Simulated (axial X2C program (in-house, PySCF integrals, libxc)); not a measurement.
## Testing model relations on InO

A bond curve at the PBE0 level, 2c, was computed with an axial X2C code built on PySCF integrals (basis In dyall-cv3z [11s12p9d4f1g], O dyall-av3z [7s6p3d2f] (cores contracted in-house)) for the state Ω = 1/2 (⟨Sz⟩ = 0.50, ⟨Lz⟩ = 0.00 at PBE0). Its fit gives Re = 1.9223 Å, ωe = 587.1 cm⁻¹, ωexe = 4.02 cm⁻¹ and αe = 3.029e-03 cm⁻¹; the masses are 114.9039 and 15.9949 u. Two-component means X2C with spin–orbit coupling and atomic mean-field Coulomb and Gaunt terms.

Find the reduced mass, Be and the force constant.

From the PBE0 values: μ = 14.0404 u. Be = 16.8576/(μ Re²) = 0.3249 cm⁻¹. k = 5.8918×10⁻⁷ μ ωe² = 2.85 mdyn/Å.

Estimate the centrifugal constant by the Kratzer relation.

D = 4Be³/ωe² = 3.98e-07 cm⁻¹.

Where do the fundamental and the first overtone lie?

ν(1←0) = ωe − 2ωexe = 579.1 cm⁻¹; ν(2←0) = 2ωe − 6ωexe = 1150.1 cm⁻¹.

A Morse curve ties αe to the other constants (Pekeris). How well does that hold?

αe(Morse) = 6Be²/ωe × (√(ωexe/Be) − 1) = 2.716e-03 cm⁻¹; the PBE0 curve gives 3.029e-03 cm⁻¹, a ratio of 0.90.

The dipole moment p changes by 2.67 D/Å at Re. What harmonic infrared intensity follows?

I = 42.256 × (dp/dR)²/μ = 21 km/mol.

The state is one determinant whose occupation by symmetry is held fixed; it was picked as the lowest of a PBE0 search that is not exhaustive. Density functionals use the spin component along the axis (collinear). PBE0 can misorder states that lie within some tenths of an eV, so this need not be the ground state of the molecule. The nearest other 2c determinant of the search, Ω = 3/2, lies 0.32 eV up at the distance of the search.
